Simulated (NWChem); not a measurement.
All runs are NWChem calculations. System: GeSe, charge 0, spin multiplicity 1, optimised in this run. The structure started from a generated list of species. Level: PBE/def2-SVP. This build takes 78.918 as the default mass of Se and 79.917 as that of Br, the reverse of their main isotopes.

Job file:

```
start mol
memory heap 200 mb stack 900 mb global 1100 mb
geometry units angstroms
  Ge     0.000000     0.000000     1.108996
  Se     0.000000     0.000000    -1.043761
  symmetry group C2v
end
basis spherical
  * library def2-svp
end
dft
  xc xpbe96 cpbe96
  semidirect memsize 60000000 filesize 0
  iterations 100
end
driver
  maxiter 80
end
task dft optimize
task dft freq
```

Part of the output:

```
             Northwest Computational Chemistry Package (NWChem) 7.3.0
             --------------------------------------------------------

                                NWChem Input Module
                                -------------------

 Scaling coordinates for geometry "geometry" by  1.889725989
 (inverse scale =  0.529177249)

 Turning off AUTOSYM since
 SYMMETRY directive was detected!

          ------
          auto-z
          ------

                             Geometry "geometry" -> ""
                             -------------------------

 Output coordinates in angstroms (scale by  1.889725989 to convert to a.u.)

  No.       Tag          Charge          X              Y              Z
 ---- ---------------- ---------- -------------- -------------- --------------
    1 Ge                  32.0000     0.00000000     0.00000000     1.10899603
    2 Se                  34.0000     0.00000000     0.00000000    -1.04376097

 Effective nuclear repulsion energy (a.u.)     267.4453488767

            Nuclear Dipole moment (a.u.)
            ----------------------------
        X                 Y               Z
 ---------------- ---------------- ----------------
     0.0000000000     0.0000000000     0.0000000000

      Symmetry information
      --------------------

 Group name             C2v
 Group number             16
 Group order               4
 No. of unique centers     2

      Symmetry unique atoms

     1    2


 Summary of "ao basis" -> "" (spherical)
 ------------------------------------------------------------------------------
       Tag                 Description            Shells   Functions and Types
 ---------------- ------------------------------  ------  ---------------------
 *                          def2-svp                  on all atoms

  pbe96 is a nonlocal functional; adding pw91lda local functional.

                           NWChem Geometry Optimization
                           ----------------------------

 maximum gradient threshold         (gmax) =   0.000450
 rms gradient threshold             (grms) =   0.000300
 maximum cartesian step threshold   (xmax) =   0.001800
 rms cartesian step threshold       (xrms) =   0.001200
 fixed trust radius                (trust) =   0.300000
 maximum step size to saddle      (sadstp) =   0.100000
 energy precision                  (eprec) =   5.0D-06
 maximum number of steps          (nptopt) =   80
 initial hessian option           (inhess) =    0
 line search option               (linopt) =    1
 hessian update option            (modupd) =    1
 saddle point option              (modsad) =    0
 initial eigen-mode to follow     (moddir) =    0
 initial variable to follow       (vardir) =    0
 follow first negative mode     (firstneg) =    T
 apply conjugacy                    (opcg) =    F
 source of zmatrix                         =   autoz

          -------------------
          Energy Minimization
          -------------------

 Names of Z-matrix variables
    1

 Variables with the same non-blank name are constrained to be equal

 Using diagonal initial Hessian
 Scaling for Hessian diagonals: bonds = 1.00  angles = 0.25  torsions = 0.10

          --------
          Step   0
          --------

                         Geometry "geometry" -> "geometry"
                         ---------------------------------

 Output coordinates in angstroms (scale by  1.889725989 to convert to a.u.)

  No.       Tag          Charge          X              Y              Z
 ---- ---------------- ---------- -------------- -------------- --------------
    1 Ge                  32.0000     0.00000000     0.00000000     1.10899603
    2 Se                  34.0000     0.00000000     0.00000000    -1.04376097

 Effective nuclear repulsion energy (a.u.)     267.4453488767

            Nuclear Dipole moment (a.u.)
            ----------------------------
        X                 Y               Z
 ---------------- ---------------- ----------------
     0.0000000000     0.0000000000     0.0000000000

      Symmetry information
      --------------------

 Group name             C2v
 Group number             16
 Group order               4
 No. of unique centers     2

      Symmetry unique atoms

     1    2

                                 NWChem DFT Module
                                 -----------------

 Summary of "ao basis" -> "ao basis" (spherical)
 ------------------------------------------------------------------------------
       Tag                 Description            Shells   Functions and Types
 ---------------- ------------------------------  ------  ---------------------
 Ge                         def2-svp                12       32   5s4p3d
 Se                         def2-svp                12       32   5s4p3d

 Summary of "ao basis" -> "ao basis" (spherical)
 ------------------------------------------------------------------------------
       Tag                 Description            Shells   Functions and Types
 ---------------- ------------------------------  ------  ---------------------
 Ge                         def2-svp                12       32   5s4p3d
 Se                         def2-svp                12       32   5s4p3d

      Symmetry analysis of basis
      --------------------------

        a1         30
        a2          6
        b1         14
        b2         14

            General Information
            -------------------
          SCF calculation type: DFT
          Wavefunction type:  closed shell.
          No. of atoms     :     2
          No. of electrons :    66
[...]
     ---------------------------------

     L   x y z        total         alpha         beta         nuclear
     -   - - -        -----         -----         ----         -------
     0   0 0 0     -0.000000    -33.000000    -33.000000     66.000000

     1   1 0 0     -0.000000     -0.000000     -0.000000      0.000000
     1   0 1 0      0.000000      0.000000      0.000000      0.000000
     1   0 0 1      0.591505      0.311047      0.311047     -0.030588

     2   2 0 0    -25.795551    -12.897776    -12.897776      0.000000
     2   1 1 0      0.000000      0.000000      0.000000      0.000000
     2   1 0 1     -0.000000     -0.000000     -0.000000      0.000000
     2   0 2 0    -25.795551    -12.897776    -12.897776      0.000000
     2   0 1 1      0.000000      0.000000      0.000000      0.000000
     2   0 0 2    -25.834932   -151.385401   -151.385401    276.935871

 HESSIAN: the one electron contributions are done in       0.1s

 HESSIAN: 2-el 1st deriv. term done in                     5.3s

 HESSIAN: 2-el 2nd deriv. term done in                    14.5s

 HESSIAN: the two electron contributions are done in      24.4s

                                NWChem CPHF Module
                                ------------------

  scftype          =     RHF
  nclosed          =       33
  nopen            =        0
  variables        =     1023
  # of vectors     =        6
  tolerance        = 0.10D-03
  level shift      = 0.00D+00
  max iterations   =       50
  max subspace     =       60

  int2e_file: Failed to allocate cache ... halving
 Grid integrated density:      66.000000008959
 Requested integration accuracy:   0.10E-13
 SCF residual:    8.1915719512919166E-007

Iterative solution of linear equations
  No. of variables     1023
  No. of equations        6
  Maximum subspace       60
        Iterations       50
       Convergence  1.0D-04

   iter   nsub   residual    time
   ----  ------  --------  ---------
     1      6    1.03D-01      52.0
     2     12    4.29D-02      55.6
     3     18    8.64D-03      59.6
     4     24    3.15D-03      63.6
     5     30    1.84D-04      67.4
     6     36    5.13D-05      71.1

 HESSIAN: the CPHF contributions are done

 Derivative Dipole

 X vector of derivative dipole (au) [debye/angstrom]
 d_dipole_x/<atom=   1,x> =     0.1443     [    0.6932]
 d_dipole_x/<atom=   1,y> =    -0.0000     [   -0.0000]
 d_dipole_x/<atom=   1,z> =    -0.0000     [   -0.0000]
 d_dipole_x/<atom=   2,x> =    -0.1443     [   -0.6932]
 d_dipole_x/<atom=   2,y> =     0.0000     [    0.0000]
 d_dipole_x/<atom=   2,z> =     0.0000     [    0.0000]

 Y vector of derivative dipole (au) [debye/angstrom]
 d_dipole_y/<atom=   1,x> =    -0.0000     [   -0.0000]
 d_dipole_y/<atom=   1,y> =     0.1443     [    0.6932]
 d_dipole_y/<atom=   1,z> =    -0.0000     [   -0.0000]
 d_dipole_y/<atom=   2,x> =     0.0000     [    0.0000]
 d_dipole_y/<atom=   2,y> =    -0.1443     [   -0.6932]
 d_dipole_y/<atom=   2,z> =     0.0000     [    0.0000]

 Z vector of derivative dipole (au) [debye/angstrom]
 d_dipole_z/<atom=   1,x> =     0.0000     [    0.0000]
 d_dipole_z/<atom=   1,y> =    -0.0000     [   -0.0000]
 d_dipole_z/<atom=   1,z> =     0.7548     [    3.6254]
 d_dipole_z/<atom=   2,x> =    -0.0000     [   -0.0000]
 d_dipole_z/<atom=   2,y> =     0.0000     [    0.0000]
 d_dipole_z/<atom=   2,z> =    -0.7548     [   -3.6254]

 HESSIAN: the Hessian is done

  Vibrational analysis via the FX method

  See chapter 2 in "Molecular Vibrations" by Wilson, Decius and Cross

  Vib: Default input used

 ---------------------------- Atom information ----------------------------
     atom    #        X              Y              Z            mass
 --------------------------------------------------------------------------
    Ge       1  0.0000000D+00  0.0000000D+00  2.1109928D+00  7.3921900D+01
    Se       2  0.0000000D+00  0.0000000D+00 -1.9877164D+00  7.8918300D+01
 --------------------------------------------------------------------------

          ----------------------------------------------------
          MASS-WEIGHTED NUCLEAR HESSIAN (Hartree/Bohr/Bohr/Kamu)
          ----------------------------------------------------

               1            2            3            4            5            6
   ----- ----- ----- ----- -----
    1    3.05538D-05
    2    1.79049D-06  3.02708D-05
    3    2.46999D-06  8.61230D-07  3.06295D+00
    4    1.90557D-05 -8.37102D-07 -3.53036D-06 -1.87116D-04
    5   -9.57272D-07  1.93718D-05 -3.35935D-06 -1.12063D-05 -1.87429D-04
    6   -1.86318D-06 -7.27702D-07 -2.96436D+00  8.73572D-06  7.61449D-06  2.86883D+00


 ----------------------------------------------------------------------------
 Normal Eigenvalue ||         Derivative Dipole Moments (debye/angs)
  Mode   [cm**-1]  ||      [d/dqX]             [d/dqY]           [d/dqZ]
 ------ ---------- || ------------------ ------------------ -----------------
    1       -2.299 ||       0.059               0.060            -0.000
    2       -2.169 ||       0.061              -0.060             0.000
    3       -1.286 ||      -0.003              -0.002            -0.000
    4        0.899 ||       0.049              -0.053             0.000
    5        0.943 ||       0.054               0.050            -0.000
    6      395.912 ||      -0.000              -0.000             0.587
 ----------------------------------------------------------------------------

 ----------------------------------------------------------------------------
 Normal Eigenvalue ||                 Infra Red Intensities
  Mode   [cm**-1]  || [atomic units] [(debye/angs)**2] [(KM/mol)] [arbitrary]
 ------ ---------- || -------------- ----------------- ---------- -----------
    1       -2.299 ||    0.000306           0.007         0.299       1.147
    2       -2.169 ||    0.000317           0.007         0.309       1.186
    3       -1.286 ||    0.000001           0.000         0.001       0.002
    4        0.899 ||    0.000229           0.005         0.223       0.858
    5        0.943 ||    0.000239           0.006         0.233       0.894
    6      395.912 ||    0.014926           0.344        14.550      55.912
 ----------------------------------------------------------------------------

        Vibrational analysis via the FX method
  --- with translations and rotations projected out ---
  --- via the Eckart algorithm                      ---
 Dependent rotation vector no.                    3
  found in ECKART; assuming linear geometry
 Projected Nuclear Hessian trans-rot subspace norm:1.9259D-34
                         (should be close to zero!)

          --------------------------------------------------------
          MASS-WEIGHTED PROJECTED HESSIAN (Hartree/Bohr/Bohr/Kamu)
          --------------------------------------------------------

               1            2            3            4            5            6
   ----- ----- ----- ----- -----
    1    0.00000D+00
    2    3.58078D-22  0.00000D+00
    3   -1.43231D-21  0.00000D+00  3.06287D+00
    4    2.77246D-21  0.00000D+00  3.46557D-22  0.00000D+00
    5   -1.73279D-22  2.77246D-21  1.03967D-21  0.00000D+00  0.00000D+00
    6    1.38623D-21 -8.66393D-23 -2.96433D+00  0.00000D+00 -1.34163D-21  2.86896D+00

 center of mass
 --------------
 x =   0.00000000 y =   0.00000000 z =  -0.00535593

 moments of inertia (a.u.)
 ------------------
         641.220613122608           0.000000000000           0.000000000000
           0.000000000000         641.220613122608           0.000000000000
           0.000000000000           0.000000000000           0.000000000000

 Rotational Constants
 --------------------
 A=   0.000000 cm-1  (  0.000000 K)
 B=   0.093884 cm-1  (  0.135075 K)
 C=   0.093884 cm-1  (  0.135075 K)

 Temperature                      =   298.15K
 frequency scaling parameter      =   1.0000

 Linear Molecule

 Zero-Point correction to Energy  =    0.566 kcal/mol  (  0.000902 au)
 Thermal correction to Energy     =    2.243 kcal/mol  (  0.003574 au)
 Thermal correction to Enthalpy   =    2.835 kcal/mol  (  0.004518 au)

 Total Entropy                    =   59.222 cal/mol-K
   - Translational                =   40.964 cal/mol-K (mol. weight = 152.8402)
   - Rotational                   =   17.280 cal/mol-K (symmetry #  =        1)
   - Vibrational                  =    0.977 cal/mol-K

 Cv (constant volume heat capacity) =    6.444 cal/mol-K
   - Translational                  =    2.979 cal/mol-K
   - Rotational                     =    1.986 cal/mol-K
   - Vibrational                    =    1.478 cal/mol-K


 ----------------------------------------------------------------------------
 Normal Eigenvalue ||    Projected Derivative Dipole Moments (debye/angs)
  Mode   [cm**-1]  ||      [d/dqX]             [d/dqY]           [d/dqZ]
 ------ ---------- || ------------------ ------------------ -----------------
    1        0.000 ||       0.081              -0.000             0.000
    2        0.000 ||      -0.000               0.081            -0.000
    3        0.000 ||      -0.078               0.000            -0.000
    4        0.000 ||       0.000              -0.078             0.000
    5        0.000 ||       0.000              -0.000             0.000
    6      395.912 ||      -0.000              -0.000             0.587
 ----------------------------------------------------------------------------

 ----------------------------------------------------------------------------
 Normal Eigenvalue ||           Projected Infra Red Intensities
  Mode   [cm**-1]  || [atomic units] [(debye/angs)**2] [(KM/mol)] [arbitrary]
 ------ ---------- || -------------- ----------------- ---------- -----------
    1        0.000 ||    0.000282           0.006         0.275       1.055
    2        0.000 ||    0.000282           0.006         0.275       1.055
    3        0.000 ||    0.000264           0.006         0.257       0.989
    4        0.000 ||    0.000264           0.006         0.257       0.989
    5        0.000 ||    0.000000           0.000         0.000       0.000
    6      395.912 ||    0.014926           0.344        14.550      55.912
 ----------------------------------------------------------------------------

 Task  times  cpu:       54.6s     wall:       54.6s

 Total times  cpu:       71.1s     wall:       71.1s
```
